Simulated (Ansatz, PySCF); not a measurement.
Breaking the Ga1–Cl4 bond in ClGaH2 (SMILES [Cl][GaH2]) (multiplicity 1 held, fragments rigid). Energies count from the point at 2.166 Å.
Geometry at that point (charge 0, multiplicity 1):
```json
[
 {"atom": "Ga", "x (Å)": "-0.0029", "y (Å)": "-0.2319", "z (Å)": "-0.6712"},
 {"atom": "H", "x (Å)": "-1.4091", "y (Å)": "-0.3118", "z (Å)": "-1.3346"},
 {"atom": "H", "x (Å)": "1.3979", "y (Å)": "-0.5822", "z (Å)": "-1.2533"},
 {"atom": "Cl", "x (Å)": "0.0059", "y (Å)": "0.4754", "z (Å)": "1.3761"}
]
```

R- and RO- levels are restricted; in cc, def2 and unpolarised 6-31G sets they are followed outwards from rest. U- levels take the lowest unrestricted solution at each point, which mixes spins at long bonds. Left out are points that failed, MP2 points that dive below the minimum, coupled-cluster points behind a jump of the amplitudes or a sharp parting from full CI or MRCI, small-basis points behind a change of solution, and semi-empirical points at long bonds. Levels need not reach the same state.

Frozen-core correlation. Filled d and f shells under p-block atoms count as core. Rows in 3-21G, LANL2DZ carry no dispersion term and start afresh at each structure; the Pople sets are all-electron and without relativity. LANL2DZ brings its own core potentials from Na on.

Programs: Ansatz (Gaussian basis) for Hartree–Fock, density functionals and correlated methods; PySCF for 3-21G rows, LANL2DZ rows. Values without a source in brackets are computed.

Energies in eV.

| R (Å) | R-HF/3-21G | R-HF/def2-TZVPP | R-r2SCAN/def2-TZVPP | R-B3LYP/LANL2DZ | U-MP2/def2-TZVPP |
|---|---|---|---|---|---|
| 1.733 | 3.64 | 2.91 | 2.56 | 2.98 | 2.90 |
| 1.949 | 0.84 | 0.51 | 0.40 | 0.65 | 0.51 |
| 2.166 | 0.00 | 0.00 | 0.00 | 0.00 | 0.00 |
| 2.383 | 0.09 | 0.28 | 0.31 | 0.10 | 0.28 |
| 2.599 | 0.57 | 0.85 | 0.87 | 0.52 | 0.85 |
| 2.924 | 1.50 | 1.81 | 1.78 | 1.33 | 1.81 |
| 3.249 | 2.36 | 2.69 | 2.59 | 2.10 | 2.70 |
| 3.791 | 3.52 | 3.85 | 3.58 | 3.10 | 4.37 |
| 4.332 | 4.38 | 4.68 | 4.19 | 3.77 | 4.77 |
| 4.982 | 5.12 | 5.40 | 4.61 | 4.24 | 4.87 |
| 5.848 | 5.76 | 6.02 | 4.87 | 4.57 | 4.90 |
| 6.931 | 6.39 | 6.49 | 5.01 | left out | 4.91 |

Doubts at one or more of the structures used: a restricted determinant that unrestricted orbitals would lower (R-HF/3-21G, R-HF/def2-TZVPP, R-r2SCAN/def2-TZVPP); a spin-contaminated determinant (U-MP2/def2-TZVPP).

Ansatz is a quantum-chemistry and plane-wave program.
